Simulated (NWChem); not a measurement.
System: CH2NO cation; SMILES C(=O)=[NH2+]

The following NWChem deck was run.

```
start job
memory heap 200 mb stack 900 mb global 1100 mb
charge 1
geometry units angstroms noautosym nocenter noautoz
  N      0.000000     0.000000     1.120782
  C      0.000000     0.000000    -0.148030
  O      0.000000     0.000000    -1.275212
  H      0.000000     0.885860     1.642452
  H      0.000000    -0.885860     1.642452
end
basis spherical
  * library 6-31g*
end
dft
  xc xpbe96 cpbe96
  iterations 150
end
cosmo
  dielec 25.0
end
task dft energy
```

Parts of the log:

```
             Northwest Computational Chemistry Package (NWChem) 7.3.0
             --------------------------------------------------------

                             Geometry "geometry" -> ""
                             -------------------------

 Output coordinates in angstroms (scale by  1.889725989 to convert to a.u.)

  No.       Tag          Charge          X              Y              Z
 ---- ---------------- ---------- -------------- -------------- --------------
    1 N                    7.0000     0.00000000     0.00000000     1.12078200
    2 C                    6.0000     0.00000000     0.00000000    -0.14803000
    3 O                    8.0000     0.00000000     0.00000000    -1.27521200
    4 H                    1.0000     0.00000000     0.88586000     1.64245200
    5 H                    1.0000     0.00000000    -0.88586000     1.64245200

 Effective nuclear repulsion energy (a.u.)      65.8799603648

  pbe96 is a nonlocal functional; adding pw91lda local functional.

                                 NWChem DFT Module
                                 -----------------

 Summary of "ao basis" -> "ao basis" (spherical)
 ------------------------------------------------------------------------------
       Tag                 Description            Shells   Functions and Types
 ---------------- ------------------------------  ------  ---------------------
 N                           6-31g*                  6       14   3s2p1d
 C                           6-31g*                  6       14   3s2p1d
 O                           6-31g*                  6       14   3s2p1d
 H                           6-31g*                  2        2   2s

 in cosmo_initialize ...

 solvent parameters
 solvname_short: unkn
 solvname_long:  unknown
 dielec:       25.0000

          ---------------
          -cosmo- solvent
          ---------------
 Cosmo: York-Karplus, doi: 10.1021/jp992097l
 dielectric constant -eps-     =  25.00
 screen = (eps-1)/(eps    )    =   0.96000
 surface charge correction     = lagrangian

   van der Waals surface
 --------------------------

 ---------- ATOMIC COORDINATES (A.U.) ------------ VDWR(ANG.) --
     1    0.00000000    0.00000000    2.11797087     1.830
     2    0.00000000    0.00000000   -0.27973614     2.000
     3    0.00000000    0.00000000   -2.40980126     1.720
     4    0.00000000    1.67403266    3.10378423     1.300
     5    0.00000000   -1.67403266    3.10378423     1.300
 number of segments per atom =         32
 number of   points per atom =         32
 atom (   nspa,  nppa )
 ----------------------
    1 (     20,     0 )       0
    2 (     24,     0 )       0
    3 (     24,     0 )       0
    4 (     16,     0 )       0
    5 (     16,     0 )       0
 number of -cosmo- surface points =      100
 molecular surface =     71.718 angstrom**2
 molecular volume  =     50.596 angstrom**3
 G(cav/disp)       =      1.219 kcal/mol
 -lineq- algorithm             =   0
 -bem- low  level              =   2
 -bem- from -octahedral-
 gaussian surface charge width =   4.50000
 degree of switching           =   1.00000
 switching function tolerance  =   0.00010
 atomic radii =
 --------------
    1  7.000  1.830
    2  6.000  2.000
    3  8.000  1.720
    4  1.000  1.300
    5  1.000  1.300
 ...... end of -cosmo- initialization ......

            General Information
            -------------------
          SCF calculation type: DFT
          Wavefunction type:  closed shell.
          No. of atoms     :     5
          No. of electrons :    22
           Alpha electrons :    11
            Beta electrons :    11
          Charge           :     1
          Spin multiplicity:     1
          Use of symmetry is: off; symmetry adaption is: off
          Maximum number of iterations: 150
          AO basis - number of functions:    46
                     number of shells:    22
          Convergence on energy requested:  1.00D-06
          Convergence on density requested:  1.00D-05
          Convergence on gradient requested:  5.00D-04

              XC Information
              --------------
          PerdewBurkeErnzerhof Exchange Functional  1.000
            Perdew 1991 LDA Correlation Functional  1.000 local
           PerdewBurkeErnz. Correlation Functional  1.000 non-local

             Grid Information
             ----------------
          Grid used for XC integration:  medium
          Radial quadrature: Mura-Knowles
          Angular quadrature: Lebedev.
          Tag              B.-S. Rad. Rad. Pts. Rad. Cut. Ang. Pts.
          ---              ---------- --------- --------- ---------
          N                   0.65       49           7.0       434
          C                   0.70       49           7.0       434
          O                   0.60       49           8.0       434
          H                   0.35       45           8.0       434
          Grid pruning is: on
          Number of quadrature shells:   237
          Spatial weights used:  Erf1

      Superposition of Atomic Density Guess
      -------------------------------------

 Sum of atomic energies:        -167.70480970

 Renormalizing density from      23.00 to     22

      Non-variational initial energy
      ------------------------------

 Total energy =    -164.170035
 1-e energy   =    -342.611219
 2-e energy   =     112.561224
 HOMO         =      -0.793608
 LUMO         =      -0.377241

   convergence    iter        energy       DeltaE   RMS-Dens  Diis-err
 ---------------- ----- ----------------- --------- --------- ---------
     COSMO gas phase
 d= 0,ls=0.0,diis     1   -168.5842351461 -2.34D+02  5.16D-02  1.94D+00
 d= 0,ls=0.0,diis     2   -167.1833926119  1.40D+00  4.42D-02  1.42D+01
 d= 0,ls=0.0,diis     3   -168.7230103973 -1.54D+00  1.00D-02  5.21D-01
 d= 0,ls=0.0,diis     4   -168.7678292608 -4.48D-02  4.07D-03  1.09D-01
 d= 0,ls=0.0,diis     5   -168.7791864626 -1.14D-02  1.07D-03  4.65D-03
  Resetting Diis
 d= 0,ls=0.0,diis     6   -168.7798319070 -6.45D-04  9.90D-05  5.81D-05
 d= 0,ls=0.0,diis     7   -168.7798391877 -7.28D-06  1.50D-05  1.09D-06
 d= 0,ls=0.0,diis     8   -168.7798392367 -4.90D-08  1.28D-05  5.76D-07
 d= 0,ls=0.0,diis     9   -168.7798392417 -5.02D-09  7.56D-06  4.79D-07

   convergence    iter        energy       DeltaE   RMS-Dens  Diis-err
 ---------------- ----- ----------------- --------- --------- ---------
     COSMO solvation phase
 d= 0,ls=0.0,diis     1   -168.8950294467 -1.15D-01  3.69D-03  4.93D-03
 d= 0,ls=0.0,diis     2   -168.8927302052  2.30D-03  1.63D-03  3.55D-02
 d= 0,ls=0.0,diis     3   -168.8963389811 -3.61D-03  4.27D-04  5.14D-04
 d= 0,ls=0.0,diis     4   -168.8964128359 -7.39D-05  7.21D-05  1.85D-05
 d= 0,ls=0.0,diis     5   -168.8964147901 -1.95D-06  2.96D-05  4.06D-06
 d= 0,ls=0.0,diis     6   -168.8964151667 -3.77D-07  1.01D-05  9.72D-07
 d= 0,ls=0.0,diis     7   -168.8964152702 -1.03D-07  1.24D-06  1.29D-08

         Total DFT energy =     -168.896415270167
      One electron energy =     -348.044699999217
           Coulomb energy =      139.147553989961
    Exchange-Corr. energy =      -21.131512887535
 Nuclear repulsion energy =       65.879960364791

             COSMO energy =       -4.747716738167

 Numeric. integr. density =       22.000000626153

                                   COSMO solvation results
                                   -----------------------

                 gas phase energy =      -168.779839241699
                 sol phase energy =      -168.896415270167
 (electrostatic) solvation energy =         0.116576028469 (   73.15 kcal/mol)

                       DFT Final Molecular Orbital Analysis
                       ------------------------------------

 Vector    9  Occ=2.000000D+00  E=-5.077997D-01
              MO Center= -1.7D-09,  7.3D-12, -5.3D-01, r^2= 1.2D+00
   Bfn.  Coefficient  Atom+Function         Bfn.  Coefficient  Atom+Function
  ----- ------------  ---------------      ----- ------------  ---------------
    31      0.457365  3 O  px                17      0.420449  2 C  px
    35      0.241254  3 O  px                 3      0.217367  1 N  px
    21      0.137323  2 C  px                 7      0.116500  1 N  px
    41     -0.034600  3 O  d  1

 Vector   10  Occ=2.000000D+00  E=-4.738457D-01
              MO Center= -1.3D-11, -2.8D-10, -5.8D-01, r^2= 1.6D+00
   Bfn.  Coefficient  Atom+Function         Bfn.  Coefficient  Atom+Function
  ----- ------------  ---------------      ----- ------------  ---------------
    32      0.533239  3 O  py                18      0.305619  2 C  py
    36      0.293945  3 O  py                 4     -0.215536  1 N  py
     8     -0.138708  1 N  py                22      0.121462  2 C  py
    43     -0.116404  4 H  s                 45      0.116404  5 H  s
    44     -0.044282  4 H  s                 46      0.044282  5 H  s

 Vector   11  Occ=2.000000D+00  E=-3.575307D-01
              MO Center=  5.5D-10, -1.7D-12,  3.8D-01, r^2= 1.8D+00
   Bfn.  Coefficient  Atom+Function         Bfn.  Coefficient  Atom+Function
  ----- ------------  ---------------      ----- ------------  ---------------
     3      0.534584  1 N  px                31     -0.388119  3 O  px
     7      0.382937  1 N  px                35     -0.252594  3 O  px
    17      0.091197  2 C  px                27     -0.055265  2 C  d  1
    21      0.029876  2 C  px

 Vector   12  Occ=0.000000D+00  E=-1.433652D-01
              MO Center= -2.2D-12,  1.7D-09, -2.0D-01, r^2= 1.7D+00
   Bfn.  Coefficient  Atom+Function         Bfn.  Coefficient  Atom+Function
  ----- ------------  ---------------      ----- ------------  ---------------
    18      0.601560  2 C  py                22      0.438950  2 C  py
    32     -0.440152  3 O  py                36     -0.392420  3 O  py
    44     -0.246561  4 H  s                 46      0.246561  5 H  s
    43     -0.155156  4 H  s                 45      0.155156  5 H  s
    11     -0.054713  1 N  d -1               8      0.047066  1 N  py

 Vector   13  Occ=0.000000D+00  E=-6.838014D-02
              MO Center= -3.3D-09,  8.4D-12, -9.9D-02, r^2= 1.5D+00
   Bfn.  Coefficient  Atom+Function         Bfn.  Coefficient  Atom+Function
  ----- ------------  ---------------      ----- ------------  ---------------
    17      0.629778  2 C  px                21      0.542999  2 C  px
    31     -0.398919  3 O  px                 7     -0.395362  1 N  px
    35     -0.387840  3 O  px                 3     -0.358751  1 N  px
    13      0.037881  1 N  d  1

 Vector   14  Occ=0.000000D+00  E=-1.180420D-02
              MO Center=  2.7D-09, -2.6D-09,  8.0D-01, r^2= 3.0D+00
   Bfn.  Coefficient  Atom+Function         Bfn.  Coefficient  Atom+Function
  ----- ------------  ---------------      ----- ------------  ---------------
    20     -1.300762  2 C  s                  6      1.221138  1 N  s
    44     -0.694435  4 H  s                 46     -0.694435  5 H  s
    34      0.667152  3 O  s                 37      0.335499  3 O  pz
     2      0.331290  1 N  s                 23      0.247704  2 C  pz
    33      0.209309  3 O  pz                 1     -0.129434  1 N  s

     Multipole analysis of the density
     ---------------------------------

     L   x y z        total         alpha         beta         nuclear
     -   - - -        -----         -----         ----         -------
     0   0 0 0      1.000000    -11.000000    -11.000000     23.000000

     1   1 0 0     -0.000000     -0.000000     -0.000000      0.000000
     1   0 1 0      0.000000      0.000000      0.000000      0.000000
     1   0 0 1      1.822214      0.872838      0.872838      0.076538

     2   2 0 0    -11.465623     -5.732812     -5.732812      0.000000
     2   1 1 0     -0.000000     -0.000000     -0.000000      0.000000
     2   1 0 1      0.000000      0.000000      0.000000      0.000000
     2   0 2 0     -8.097124     -6.850948     -6.850948      5.604771
     2   0 1 1     -0.000000     -0.000000     -0.000000      0.000000
     2   0 0 2     -5.148065    -51.371137    -51.371137     97.594208
```

Level: PBE/6-31G* (spherical d), COSMO on the gas-phase geometry. Geometry: optimised at PBE0/def2-SVP. COSMO prints the solvation energy as gas minus solution, so a positive value is a stabilisation.
